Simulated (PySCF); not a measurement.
A GIAO shielding run with PySCF 2.14.0 with density-fitted response routines (density fitting, non-relativistic, gas phase) on `CS[Si@@H](C)[C@H]([SiH3])[SiH2]P`, C$_{3}$H$_{15}$PSSi$_{3}$:

```
$ OMP_NUM_THREADS=1 python probes_run.py task.json out

{"job": {"kind": "nmr", "xc": "PBE0", "basis": "pcSseg-1"}, "charge": 0, "multiplicity": 1}
C      2.879702     1.400019     1.265527
S      1.375942     0.466534     1.688212
Si     0.679792    -0.013472    -0.302625
C      1.999819    -1.044749    -1.199673
C     -0.947429    -0.972296    -0.138715
Si    -1.796456    -1.137103    -1.835347
Si    -2.122550    -0.269229     1.190931
P     -2.492834     1.883103     0.698751
H      2.630513     2.196426     0.571285
H      3.261866     1.818763     2.190344
H      3.614516     0.730618     0.830132
H      0.508067     1.286519    -0.965128
H      2.922103    -0.487876    -1.338917
H      1.646552    -1.346460    -2.180243
H      2.240872    -1.945787    -0.640773
H     -0.698397    -1.983966     0.190378
H     -2.152315     0.180930    -2.354562
H     -0.872469    -1.783053    -2.774470
H     -2.988756    -1.976637    -1.703303
H     -1.564269    -0.476763     2.531668
H     -3.418879    -0.959893     1.125305
H     -1.386581     2.353917     1.380412
H     -3.323560     2.107440     1.780892
```

Hardware: 1 thread of an Arm Neoverse N1, shared host. The job also computes population analyses, field gradients.

(1) How large is the calculation?

(2) How long does it take, and how much memory does it need?

Answers

(1) 106 electrons, 246 basis functions and 1396 auxiliary functions.

(2) 110 s of wall time, with 12 SCF cycles and 5 response iterations; peak memory 1.2 GiB. Times on a shared host scatter by some tens of per cent.
